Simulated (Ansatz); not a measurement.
`[SeH][SiH]1[NH][AlH]1` + HBr → `Br[SiH]1[NH][AlH]1` + H₂Se at 500 K and 1 bar (ligand exchange at the Si–Se bond).

Isolated molecules relaxed with PBE0-D4/def2-TZVP in Ansatz; ΔE leaves out vibrations. CCSD(T)/CBS is the MP2 limit (def2-TZVPP, def2-QZVPP) plus CCSD(T) − MP2 in def2-TZVPP, frozen cores. For Br, Se outer-core shells are correlated without core-valence functions, which leaves a few kJ/mol of doubt a bond. Scalar relativity is left out up to krypton. One conformer a species, not always the lowest.

```json
{"species": "`[SeH][SiH]1[NH][AlH]1`", "CCSD(T)/CBS energy (Eh)": "-2988.93987", "H − E (kJ/mol)": "148.7", "S (J/(mol·K))": "407.0"}
{"species": "HBr", "CCSD(T)/CBS energy (Eh)": "-2573.91920", "H − E (kJ/mol)": "30.5", "S (J/(mol·K))": "213.7"}
{"species": "`Br[SiH]1[NH][AlH]1`", "CCSD(T)/CBS energy (Eh)": "-3160.97381", "H − E (kJ/mol)": "125.0", "S (J/(mol·K))": "384.3"}
{"species": "H₂Se", "CCSD(T)/CBS energy (Eh)": "-2401.89790", "H − E (kJ/mol)": "53.1", "S (J/(mol·K))": "237.8"}
```

H − E and S are ideal-gas, rigid-rotor, harmonic terms from PBE0-D4/def2-TZVP, for one conformer and one mirror image of each species. 1 Eh = 2625.50 kJ/mol, R = 8.31446 J/(mol·K).

Q: By hand: ΔE, ΔH, ΔS and ΔG.

A: ΔE = (-3160.97381) + (-2401.89790) − (-2988.93987) − (-2573.91920) = -0.01264 Eh = -33.2 kJ/mol. Δ(H − E) = 125.0 + 53.1 − 148.7 − 30.5 = -1.1, so ΔH = -34.3 kJ/mol. ΔS = 384.3 + 237.8 − 407.0 − 213.7 = 1.4 J/(mol·K). ΔG = -34.3 − 500 × (1.4)/1000 = -35.0 kJ/mol.

Q: By hand: the equilibrium constant, and the temperature at which ΔG would vanish if ΔH and ΔS stayed fixed.

A: log₁₀ K = −ΔG/(RT ln 10) = 3.7. ΔH and −TΔS have one sign here, so there is no such temperature.

The number of gas molecules stays the same, so ΔS is small and ΔH decides. A doubt of 5 kJ/mol in ΔE shifts log₁₀ K by 0.5 here. Other conformers and mirror images would add mixing entropy, several J/(mol·K) or more a flexible species. These are equilibria of isolated gas molecules and say nothing of rates. Largest T1 diagnostic: 0.012 (customary marks: 0.02 for closed shells, 0.045 for open ones).

ΔS is within the doubt of such terms, so its sign, and with it that verdict, could turn.
